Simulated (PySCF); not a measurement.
PySCF input file for C2H2F2, SMILES F/C=C/F, TPSSh-D3(BJ)/def2-SVP. The structure is a stationary point at TPSSh-D3(BJ)/def2-SVP.

```python
import numpy as np
from pyscf import gto, scf, dft, df
from pyscf.hessian import thermo

mol = gto.M(
    atom='''
    F     0.12676759   -1.76980504    0.00000000
    C    -0.39585095   -0.53643661   -0.00000000
    C     0.39585095    0.53643661    0.00000000
    F    -0.12676759    1.76980504   -0.00000000
    H    -1.48747995   -0.50090868    0.00000000
    H     1.48747995    0.50090868   -0.00000000
    ''',
    basis='def2-SVP',
    charge=0,
    spin=0,
    max_memory=1600,
    verbose=3,
)
mf = dft.RKS(mol, xc='tpssh').density_fit(auxbasis='def2-universal-jkfit')
mf.disp = 'd3bj'
mf.grids.level = 4
mf.conv_tol = 1e-11
mf.max_cycle = 100
mf.kernel()

# [left out here: the lines that compute and print the analytic Hessian (its translational invariance restored by hand, since the grid's response is missing), thermochemistry and intensities]
```

Output:

```
converged SCF energy = -276.84054390615

WARN: MGGA Hessian is sensitive to dft grids. grids.level 4 may not be dense enough.


WARN: DFTD3 does not support analytical Hessian, using finite difference


WARN: Mole.unit (angstrom) is changed to Bohr

Mode                                 0                   1                   2
Irrep
Freq [cm^-1]                      310.9128            340.9217            556.0636
Reduced mass [au]                   5.2527              8.4565             11.2013
Force const [Dyne/A]                0.2992              0.5791              2.0407
Char temp [K]                     447.3343            490.5104            800.0517
Normal mode                   x     y     z       x     y     z       x     y     z
       0   F                 0.09  0.04  0.00    0.00  0.00 -0.10    0.02  0.14 -0.00
       1   C                -0.13 -0.04 -0.00   -0.00 -0.00  0.15   -0.06  0.06  0.00
       2   C                -0.13 -0.04 -0.00   -0.00 -0.00  0.15    0.06 -0.06  0.00
       3   F                 0.09  0.04  0.00    0.00  0.00 -0.10   -0.02 -0.14 -0.00
       4   H                -0.14 -0.21 -0.00   -0.00 -0.00  0.16   -0.05  0.12  0.00
       5   H                -0.14 -0.21 -0.00   -0.00 -0.00  0.16    0.05 -0.12  0.00
Mode                                 3                   4                   5
Irrep
Freq [cm^-1]                      808.9269            914.1847           1173.1497
Reduced mass [au]                   1.9125              1.0917              5.0608
Force const [Dyne/A]                0.7373              0.5376              4.1037
Char temp [K]                    1163.8657           1315.3082           1687.9013
Normal mode                   x     y     z       x     y     z       x     y     z
       0   F                 0.00  0.00 -0.02   -0.00 -0.00  0.00   -0.05  0.07 -0.00
       1   C                -0.00  0.00  0.14    0.00 -0.00 -0.06    0.14 -0.07 -0.00
       2   C                -0.00 -0.00 -0.14    0.00 -0.00 -0.06   -0.14  0.07  0.00
       3   F                 0.00 -0.00  0.02   -0.00  0.00  0.00    0.05 -0.07 -0.00
       4   H                -0.00 -0.00 -0.49    0.00  0.00  0.67    0.14 -0.22  0.00
       5   H                -0.00 -0.00  0.49    0.00  0.00  0.67   -0.14  0.22 -0.00
Mode                                 6                   7                   8
Irrep
Freq [cm^-1]                     1199.2541           1295.7492           1295.9044
Reduced mass [au]                   4.0847              1.2340              1.4034
Force const [Dyne/A]                3.4612              1.2207              1.3886
Char temp [K]                    1725.4596           1864.2946           1864.5179
Normal mode                   x     y     z       x     y     z       x     y     z
       0   F                -0.04  0.09 -0.00    0.01 -0.01  0.00   -0.01 -0.03  0.00
       1   C                 0.07 -0.12  0.00    0.09  0.01 -0.00    0.02  0.10 -0.00
       2   C                 0.07 -0.12  0.00   -0.09 -0.01  0.00    0.02  0.10 -0.00
       3   F                -0.04  0.09 -0.00   -0.01  0.01 -0.00   -0.01 -0.03  0.00
       4   H                 0.06 -0.30  0.00    0.11  0.63  0.00    0.01 -0.58  0.00
       5   H                 0.06 -0.30 -0.00   -0.11 -0.61 -0.00    0.00 -0.59 -0.00
Mode                                 9                  10                  11
Irrep
Freq [cm^-1]                     1766.0054           3217.0081           3225.4822
Reduced mass [au]                   6.0363              1.0860              1.1068
Force const [Dyne/A]               11.0920              6.6221              6.7845
Char temp [K]                    2540.8886           4628.5585           4640.7507
Normal mode                   x     y     z       x     y     z       x     y     z
       0   F                 0.00 -0.02  0.00    0.00 -0.00 -0.00   -0.00 -0.00  0.00
       1   C                 0.07  0.18 -0.00   -0.06  0.00  0.00    0.06  0.01 -0.00
       2   C                -0.07 -0.18  0.00   -0.06  0.00  0.00   -0.06 -0.01  0.00
       3   F                -0.00  0.02 -0.00    0.00 -0.00 -0.00    0.00  0.00  0.00
       4   H                 0.11 -0.18  0.00    0.68 -0.01  0.00   -0.67  0.01 -0.00
       5   H                -0.11  0.18 -0.00    0.68 -0.01 -0.00    0.67 -0.01 -0.00
temperature 298.1500 [K]
pressure 101325.00 [Pa]
Rotational constants [GHz] 57.40326 3.99623 3.73613
Symmetry number 2
Zero-point energy (ZPE) 0.03669 [Eh]   96320.695 [J/mol]
                           tot       elec      trans        rot        vib
Entropy [J/mol/K]       267.907      0.000    160.621     92.323     14.963
Cv [J/mol/K]             51.084      0.000     12.472     12.472     26.140
Cp [J/mol/K]             59.398      0.000     20.786     12.472     26.140
Internal energy [J/mol]                      3718.434   3718.434  99342.192
Internal energy [Eh]   -276.79987  -276.84054
Enthalpy [J/mol]                             6197.391   3718.434  99342.192
Enthalpy [Eh]          -276.79893
Gibbs free energy [J/mol]                  -41691.732 -23807.717  94881.038
Gibbs free energy [Eh] -276.82935
static polarisability / bohr^3: [[23.688  4.663  0.   ]
 [ 4.663 29.292  0.   ]
 [-0.    -0.    12.634]]
largest difference of analytic and finite-field dipole derivatives / e: 0.0004069336526761891
mode   freq/cm-1   IR/(km/mol)   Raman/(A^4/amu)   depolarisation
   1      310.91        12.043             0.000            0.396
   2      340.92         4.737             0.000            0.518
   3      556.06         0.000             5.223            0.530
   4      808.93         0.000            10.919            0.750
   5      914.18        63.036             0.000            0.506
   6     1173.15         0.000             5.377            0.230
   7     1199.25       276.527             0.000            0.421
   8     1295.75         0.004            16.422            0.583
   9     1295.90        42.852             0.002            0.574
  10     1766.01         0.000            21.655            0.123
  11     3217.01        12.397             0.000            0.395
  12     3225.48         0.000           155.865            0.270
max |gradient| / (hartree/bohr): 2.5074443903876938e-05
APT charges: [-0.4729  0.4065  0.4065 -0.4729  0.0664  0.0664]
```

The run converged.

Cost: around 2.1 core-minutes (rough).
